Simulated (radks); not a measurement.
The numbers below are computed, except where a source is named.
Task: Coherent X-ray form factor from a spherical all-electron density. Code: a radial shooting solver on a logarithmic mesh with Libxc functionals. Model: Dirac Kohn-Sham, BLYP, spin-unpolarised, spherical densities, finite nucleus; Fermi nuclear charge, rms radius of each element as measured or else 0.836 A^(1/3) + 0.57 fm.

sin(theta)/lambda (1/angstrom)  f0 (electrons)
0.05                                    34.528
0.1                                     33.221
0.15                                    31.352
0.2                                     29.239
0.25                                    27.141
0.3                                     25.207
0.4                                     21.971
0.5                                     19.379
0.6                                     17.132
0.8                                     13.254
1                                       10.281
1.25                                     7.901
1.5                                      6.578
2                                        5.199

The species is in the configuration that NIST lists as its ground one. Which atom or ion scatters so?

Result: The rubidium ion Rb2+, [Ar] 3d10 4s2 4p5. Extrapolating in s^2 from the first two rows gives f0(0) = 35.0, near the electron count 35; among species with that count, the fall with angle is slower the higher Z, and the table is that of Z = 37; from so few rows the species is fixed only to a neighbour or two.
